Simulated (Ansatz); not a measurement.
`[OH][Ta]([F])([F])([F])[F]` + HCl → `[F][Ta]([F])([F])([F])[Cl]` + H₂O  (ligand exchange at a Ta–O bond)

Program: Ansatz. Geometries: PBE0-D4/def2-TZVP. ΔE: electronic, gas phase. CCSD(T)/CBS is the MP2 limit (def2-TZVPP, def2-QZVPP) plus CCSD(T) − MP2 in def2-TZVPP, frozen cores. This one scheme is used for every species. Functionals use def2-TZVPP. B3LYP here is the variant with VWN-RPA as its local correlation; programs differ in this. HSE06 is defined as in plane-wave codes. Elements past krypton have def2 core potentials. For Ta outer-core shells are correlated without core-valence functions, which leaves a few kJ/mol of doubt a bond. One conformer a species, not always the lowest.

`[OH][Ta]([F])([F])([F])[F]`:

```xyz
7

O    -0.528   -1.235   -0.655
Ta    0.129    0.309    0.167
F     1.561    0.398   -1.014
F     0.323   -0.563    1.796
F    -1.434    1.244   -0.196
F     0.798    1.868    0.989
H    -0.850   -2.020   -1.088
```

HCl:

```xyz
2

Cl    0.204    0.534    0.287
H    -0.204   -0.534   -0.287
```

`[F][Ta]([F])([F])([F])[Cl]`:

Cartesian coordinates in Å:
```
F -0.807 -1.107 -1.238
Ta 0.030 -0.045 0.017
F 1.024 -1.538 0.563
F 1.611 0.810 -0.398
F -0.661 0.078 1.722
Cl -1.197 1.802 -0.665
```

H₂O:

```xyz
3

O    -0.140    0.142   -0.334
H    -0.630   -0.298    0.364
H     0.770    0.156   -0.029
```

```tsv
level	ΔE (kcal/mol)	difference from CCSD(T)/CBS
LDA (SPW92)	0.5	0.9
PBE-D4	-1.4	-1.0
revPBE-D4	-1.7	-1.3
BLYP-D4	0.1	0.5
B97M-V	-1.1	-0.7
PBE0-D4	-1.2	-0.8
B3LYP-D4	0.3	0.7
r2SCANh-D4	-0.9	-0.5
r2SCAN0-D4	-0.8	-0.4
HSE06-D4	-1.3	-0.9
BHLYP-D4	0.5	0.9
CAM-B3LYP-D4	1.9	2.3
ωB97X-V	0.5	0.9
ωB97M-V	0.1	0.5
B2PLYP	0.3	0.7
PBE-QIDH	-0.8	-0.4
PBE	-1.2	-0.8
revPBE	-1.6	-1.2
BLYP	0.5	0.9
B3LYP	0.7	1.1
r2SCANh	-0.8	-0.4
r2SCAN0	-0.7	-0.3
HSE06	-1.1	-0.7
BHLYP	1.1	1.5
CAM-B3LYP	2.1	2.5
RPA@PBE/def2-TZVPP	0.6	1.0
HF/def2-SVP	5.0	5.4
MP2/def2-SVP	5.1	5.5
CCSD/def2-SVP	6.1	6.5
CCSD(T)/def2-SVP	5.6	6.0
HF/def2-TZVPP	1.2	1.6
MP2/def2-TZVPP	-0.5	-0.1
SCS-MP2/def2-TZVPP	0.4	0.8
CCSD/def2-TZVPP	1.2	1.6
CCSD(T)/def2-TZVPP	0.5	0.9
HF/def2-QZVPP	0.7	1.1
MP2/def2-QZVPP	-1.2	-0.8
HF/CBS(def2)	0.7	1.1
MP2/CBS(def2)	-1.5	-1.1
CCSD/CBS(def2)	0.3	0.7
CCSD(T)/CBS	-0.4	0
```

Largest T1 diagnostic among the species: 0.018.

At CCSD(T), def2-SVP lies +6.0 kcal/mol from the extrapolated value and def2-TZVPP +0.9 kcal/mol. Leaving LDA and LC-ωPBE aside and taking each functional with its dispersion term where it has one, the values spread over 3.6 kcal/mol, from revPBE-D4 to CAM-B3LYP-D4. LDA lies +1.7 kcal/mol from PBE without D4.
